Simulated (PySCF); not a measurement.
Dipole response of O (oxygen, neutral)

[He] 2s2 2p4, high-spin 3P determinant. All numbers are calculated (PySCF 2.14, the non-relativistic Hamiltonian (point nucleus), in def2-TZVPPD (6s4p3d1f, 40 functions)). Coupled (time-dependent) response in atomic units; α is the mean over directions.

| method | mean α (bohr³) | α xx, yy, zz | C₆ (like pair) | S(−4) |
| --- | --- | --- | --- | --- |
| UHF | 4.740 | 4.524, 5.171, 4.524 | 13.68 | 10.17 |
| PBE | 5.817 | 5.369, 6.713, 5.369 | 17.72 | 17.78 |
| PBE0 | 5.394 | 5.044, 6.095, 5.044 | 16.13 | 14.34 |
| HSE06 | 5.393 | 5.049, 6.082, 5.049 | 16.12 | 14.29 |

S(−4) is the Cauchy moment in α(ω) = α(0) + S(−4) ω² + …

Reference α: 5.3 ± 0.2 bohr³ (recommended; Schwerdtfeger and Nagle, table of static dipole polarizabilities (2023 update)). Published C₆: 15.60 (Chu and Dalgarno (2004); Tang, Norbeck and Certain (1976)).

α(iu) at UHF:

```
u (hartree)  α(iu) (bohr³)
          0          4.740
     0.0500          4.714
      0.100          4.641
      0.200          4.379
      0.300          4.025
      0.500          3.268
      0.750          2.478
       1.00          1.910
       1.50          1.220
       2.00         0.8433
       3.00         0.4684
       5.00         0.2019
```

A single London oscillator, α(iu) = α/(1 + u²/ω²), gives C₆ = (3/4) ω α². Matching the computed C₆ needs ω = 4 × 13.68 / (3 × 4.740²) = 0.812 hartree.

The components differ because the open shell of this determinant is not spherical; for a pure term their mean is the scalar polarisability.
